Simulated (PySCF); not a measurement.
Species: H6O3Si2.
SMILES with atom numbers: `[OH:1][SiH:2]([OH:3])[O:4][SiH3:5]` (hydrogens: H6 on O1; H7 on Si2; H8 on O3; H9, H10, H11 on Si5)

Torsions of this conformer, `[OH:1][SiH:2]([OH:3])[O:4][SiH3:5]`: O1–Si2–O4–Si5 -125°, H–O1–Si2–O3 -151°, H–O3–Si2–O1 33°.

The closed-shell ground state was solved at several levels (PySCF, density fitting, gas phase, non-relativistic). Isolated species at its PBE0-D3(BJ)/def2-SVP geometry (one conformer only).

```json
{"level": "PBE0/pcSseg-1", "basis functions": "129", "HOMO (eV)": "-8.85", "LUMO (eV)": "0.27", "gap (eV)": "9.12", "dipole (D)": "1.71"}
{"level": "PBE0/def2-SVPD", "basis functions": "165", "HOMO (eV)": "-8.88", "LUMO (eV)": "-0.12", "gap (eV)": "8.76", "dipole (D)": "1.53"}
```

Q: Estimate the row for KT3/pcSseg-2, a basis of 278 functions; the other rows only guide the guess.

A: HOMO -7.53 eV, LUMO -1.01 eV, gap 6.52 eV, dipole 1.48 D.

Q: Over all these levels, which gives the widest orbital gap and which the narrowest?

A: PBE0/pcSseg-1 (global hybrid, 25 % exact exchange) has the widest, 9.12 eV, and KT3/pcSseg-2 (GGA) the narrowest, 6.52 eV. Functional and basis both differ between the two, so the spread mixes both effects.

Q: How far do the dipole and the HOMO energy spread over the levels?

A: The dipole runs from 1.48 to 1.71 D (mean 1.58 D) and the HOMO from -8.88 to -7.53 eV.
